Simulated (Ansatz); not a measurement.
Geometry optimisation of C7H11ClFNTi (`C[N](C)[Ti]1234([F])([Cl])[C@H]5[C@@H]1[C@@H]2[C@@H]3[C@H]54`).

```yaml
crystal:
  periodic: [false, false, false]
  atoms:
    - {symbol: C, position_ang: [1.539060, 0.853630, 1.628810]}
    - {symbol: N, position_ang: [0.573080, 1.134090, 0.593760]}
    - {symbol: C, position_ang: [0.805720, 2.404700, -0.050070]}
    - {symbol: Ti, position_ang: [-0.835750, 0.065620, 0.223330]}
    - {symbol: F, position_ang: [-1.976240, 1.232710, -0.358190]}
    - {symbol: Cl, position_ang: [-1.597420, -0.207000, 2.244550]}
    - {symbol: C, position_ang: [-0.154490, -2.130100, 0.029680]}
    - {symbol: C, position_ang: [0.532300, -1.363170, -0.938600]}
    - {symbol: C, position_ang: [-0.427570, -0.858730, -1.850970]}
    - {symbol: C, position_ang: [-1.695910, -1.347190, -1.462940]}
    - {symbol: C, position_ang: [-1.530670, -2.119600, -0.301600]}
    - {symbol: H, position_ang: [1.349790, -0.137740, 2.057480]}
    - {symbol: H, position_ang: [2.564590, 0.883160, 1.226360]}
    - {symbol: H, position_ang: [1.470540, 1.599710, 2.436060]}
    - {symbol: H, position_ang: [0.065160, 2.559310, -0.841500]}
    - {symbol: H, position_ang: [1.814030, 2.439730, -0.492560]}
    - {symbol: H, position_ang: [0.725720, 3.229900, 0.674110]}
    - {symbol: H, position_ang: [0.302250, -2.742700, 0.799970]}
    - {symbol: H, position_ang: [1.608790, -1.288400, -1.047280]}
    - {symbol: H, position_ang: [-0.210320, -0.314240, -2.762510]}
    - {symbol: H, position_ang: [-2.620540, -1.202540, -2.007420]}
    - {symbol: H, position_ang: [-2.302120, -2.691160, 0.199530]}
basis:
  gaussian: {orbitals: def2-TZVP}
hamiltonian: {xc: pbe0, dispersion: d4}
relax: {f_tol: 0.005, max_steps: 150}
```

```sh
$ ansatz run in.yaml --threads 4 --pin off --events-out ev --progress --plain --backend cuda
```

It prints (some lines left out):

```
Functional definition: PBE0
mean field -47269.79104131 eV, -1737.1327801531 hartree, gradient 1.5e-5 eV, S^2 0.000000; 0 other end points of the search recorded, 0 dependent functions left out
relax step   1: F+E_penalty+E_count = -47270.40499187 eV  Δ(F+E_penalty+E_count) = +0.000e0 eV  max|allowed force component| = 1.440e0 eV/Å  Δτ_max = 0.0000 Å  (39 SCF iters, accepted)
mean field -47270.15311478 eV, -1737.1460861077 hartree, gradient 1.6e-5 eV, S^2 0.000000; 0 other end points of the search recorded, 0 dependent functions left out
relax step   2: F+E_penalty+E_count = -47270.75544989 eV  Δ(F+E_penalty+E_count) = -3.505e-1 eV  max|allowed force component| = 5.806e-1 eV/Å  Δτ_max = 0.1936 Å  (44 SCF iters, accepted)
mean field -47270.19447969 eV, -1737.1476062400 hartree, gradient 1.6e-5 eV, S^2 0.000000; 0 other end points of the search recorded, 0 dependent functions left out
relax step   3: F+E_penalty+E_count = -47270.79698505 eV  Δ(F+E_penalty+E_count) = -4.154e-2 eV  max|allowed force component| = 2.274e-1 eV/Å  Δτ_max = 0.0557 Å  (39 SCF iters, accepted)
mean field -47270.20728275 eV, -1737.1480767437 hartree, gradient 1.8e-5 eV, S^2 0.000000; 0 other end points of the search recorded, 0 dependent functions left out
relax step   4: F+E_penalty+E_count = -47270.81144704 eV  Δ(F+E_penalty+E_count) = -1.446e-2 eV  max|allowed force component| = 1.141e-1 eV/Å  Δτ_max = 0.0943 Å  (39 SCF iters, accepted)
mean field -47270.21092172 eV, -1737.1482104734 hartree, gradient 1.7e-5 eV, S^2 0.000000; 0 other end points of the search recorded, 0 dependent functions left out
relax step   5: F+E_penalty+E_count = -47270.81689708 eV  Δ(F+E_penalty+E_count) = -5.450e-3 eV  max|allowed force component| = 1.154e-1 eV/Å  Δτ_max = 0.0871 Å  (38 SCF iters, accepted)
mean field -47270.21291266 eV, -1737.1482836393 hartree, gradient 1.5e-5 eV, S^2 0.000000; 0 other end points of the search recorded, 0 dependent functions left out
relax step   6: F+E_penalty+E_count = -47270.82004324 eV  Δ(F+E_penalty+E_count) = -3.146e-3 eV  max|allowed force component| = 7.128e-2 eV/Å  Δτ_max = 0.0780 Å  (39 SCF iters, accepted)
mean field -47270.20400406 eV, -1737.1479562541 hartree, gradient 1.9e-5 eV, S^2 0.000000; 0 other end points of the search recorded, 0 dependent functions left out
relax step   7: F+E_penalty+E_count = -47270.81191942 eV  Δ(F+E_penalty+E_count) = +8.124e-3 eV  max|allowed force component| = 3.819e-1 eV/Å  Δτ_max = 0.0373 Å  (38 SCF iters, rejected (line search))
mean field -47270.21436861 eV, -1737.1483371443 hartree, gradient 1.6e-5 eV, S^2 0.000000; 0 other end points of the search recorded, 0 dependent functions left out
relax step   8: F+E_penalty+E_count = -47270.82111975 eV  Δ(F+E_penalty+E_count) = -1.077e-3 eV  max|allowed force component| = 4.648e-2 eV/Å  Δτ_max = 0.0186 Å  (38 SCF iters, accepted)
mean field -47270.21542381 eV, -1737.1483759224 hartree, gradient 1.7e-5 eV, S^2 0.000000; 0 other end points of the search recorded, 0 dependent functions left out
relax step   9: F+E_penalty+E_count = -47270.82187002 eV  Δ(F+E_penalty+E_count) = -7.503e-4 eV  max|allowed force component| = 2.893e-2 eV/Å  Δτ_max = 0.0369 Å  (38 SCF iters, accepted)
mean field -47270.21538675 eV, -1737.1483745601 hartree, gradient 1.6e-5 eV, S^2 0.000000; 0 other end points of the search recorded, 0 dependent functions left out
relax step  10: F+E_penalty+E_count = -47270.82208051 eV  Δ(F+E_penalty+E_count) = -2.105e-4 eV  max|allowed force component| = 1.344e-2 eV/Å  Δτ_max = 0.0138 Å  (38 SCF iters, accepted)
mean field -47270.21553020 eV, -1737.1483798319 hartree, gradient 1.6e-5 eV, S^2 0.000000; 0 other end points of the search recorded, 0 dependent functions left out
relax step  11: F+E_penalty+E_count = -47270.82217923 eV  Δ(F+E_penalty+E_count) = -9.872e-5 eV  max|allowed force component| = 8.097e-3 eV/Å  Δτ_max = 0.0062 Å  (39 SCF iters, accepted)
mean field -47270.21556434 eV, -1737.1483810864 hartree, gradient 1.6e-5 eV, S^2 0.000000; 0 other end points of the search recorded, 0 dependent functions left out
relax step  12: F+E_penalty+E_count = -47270.82229869 eV  Δ(F+E_penalty+E_count) = -1.195e-4 eV  max|allowed force component| = 8.820e-3 eV/Å  Δτ_max = 0.0175 Å  (38 SCF iters, accepted)
mean field -47270.21549578 eV, -1737.1483785672 hartree, gradient 1.6e-5 eV, S^2 0.000000; 0 other end points of the search recorded, 0 dependent functions left out
relax step  13: F+E_penalty+E_count = -47270.82234353 eV  Δ(F+E_penalty+E_count) = -4.484e-5 eV  max|allowed force component| = 9.227e-3 eV/Å  Δτ_max = 0.0137 Å  (39 SCF iters, accepted)
mean field -47270.21547942 eV, -1737.1483779657 hartree, gradient 1.6e-5 eV, S^2 0.000000; 0 other end points of the search recorded, 0 dependent functions left out
relax step  14: F+E_penalty+E_count = -47270.82237433 eV  Δ(F+E_penalty+E_count) = -3.081e-5 eV  max|allowed force component| = 7.004e-3 eV/Å  Δτ_max = 0.0088 Å  (39 SCF iters, accepted)
mean field -47270.21546145 eV, -1737.1483773053 hartree, gradient 1.6e-5 eV, S^2 0.000000; 0 other end points of the search recorded, 0 dependent functions left out
relax step  15: F+E_penalty+E_count = -47270.82239182 eV  Δ(F+E_penalty+E_count) = -1.749e-5 eV  max|allowed force component| = 6.386e-3 eV/Å  Δτ_max = 0.0053 Å  (40 SCF iters, accepted)
mean field -47270.21543038 eV, -1737.1483761635 hartree, gradient 1.6e-5 eV, S^2 0.000000; 0 other end points of the search recorded, 0 dependent functions left out
relax step  16: F+E_penalty+E_count = -47270.82240084 eV  Δ(F+E_penalty+E_count) = -9.012e-6 eV  max|allowed force component| = 4.092e-3 eV/Å  Δτ_max = 0.0043 Å  (40 SCF iters, accepted)
mean field -47270.21543038 eV, -1737.1483761635 hartree, gradient 1.6e-5 eV, S^2 0.000000; 1 other end points of the search recorded, 0 dependent functions left out
Total energy: -47270.82244582 eV, -1737.1706835697 hartree
Atom 0 at     1.539249     0.742021     1.536623 Å, force     0.002608    -0.003998    -0.000206 eV/Å
Atom 1 at     0.501159     1.200771     0.652307 Å, force    -0.003653     0.003168    -0.004092 eV/Å
Atom 2 at     0.803901     2.461118     0.021612 Å, force     0.001607    -0.002025     0.000657 eV/Å
Atom 3 at    -0.949273     0.116733     0.186406 Å, force    -0.001335    -0.000194     0.002830 eV/Å
Atom 4 at    -1.975888     1.276236    -0.684667 Å, force     0.000681    -0.001650     0.000581 eV/Å
Atom 5 at    -1.900055    -0.273032     2.200163 Å, force    -0.000004     0.000505    -0.000508 eV/Å
Atom 6 at    -0.091810    -2.086654     0.067935 Å, force     0.002034    -0.000543     0.000184 eV/Å
Atom 7 at     0.558669    -1.314417    -0.911893 Å, force     0.003444    -0.000163     0.001114 eV/Å
Atom 8 at    -0.410733    -0.916721    -1.859576 Å, force    -0.001006     0.001643    -0.002457 eV/Å
Atom 9 at    -1.649951    -1.479628    -1.482955 Å, force    -0.001192    -0.000421    -0.001425 eV/Å
Atom 10 at    -1.458679    -2.189215    -0.289736 Å, force    -0.002657    -0.000178     0.000807 eV/Å
Atom 11 at     1.260976    -0.199591     2.013545 Å, force    -0.000499     0.000326     0.000377 eV/Å
Atom 12 at     2.492513     0.597656     1.006764 Å, force     0.000728     0.000079     0.000031 eV/Å
Atom 13 at     1.708169     1.474093     2.336935 Å, force     0.000186     0.001516     0.002436 eV/Å
Atom 14 at    -0.021408     2.783308    -0.612750 Å, force    -0.001944     0.000885    -0.000768 eV/Å
Atom 15 at     1.713438     2.393846    -0.593124 Å, force     0.001105    -0.000539    -0.000583 eV/Å
Atom 16 at     0.975148     3.235162     0.780958 Å, force     0.000221     0.001957     0.001179 eV/Å
Atom 17 at     0.358094    -2.507453     0.954975 Å, force    -0.000126     0.000274    -0.000572 eV/Å
Atom 18 at     1.603801    -1.044722    -0.922073 Å, force    -0.000898    -0.000250     0.000411 eV/Å
Atom 19 at    -0.240580    -0.272023    -2.709410 Å, force    -0.000189    -0.000548     0.000153 eV/Å
Atom 20 at    -2.593395    -1.314569    -1.981325 Å, force     0.000454    -0.000194     0.000132 eV/Å
Atom 21 at    -2.223343    -2.682929     0.289286 Å, force     0.000437     0.000351    -0.000281 eV/Å
Dipole moment:     0.723734    -0.125692    -0.358613 e Å
```

It took 81 s on 4 threads of an AMD EPYC 7R13 on a shared host and a share of an NVIDIA H100 80 GB, with 1.2 GiB of host memory at the peak.
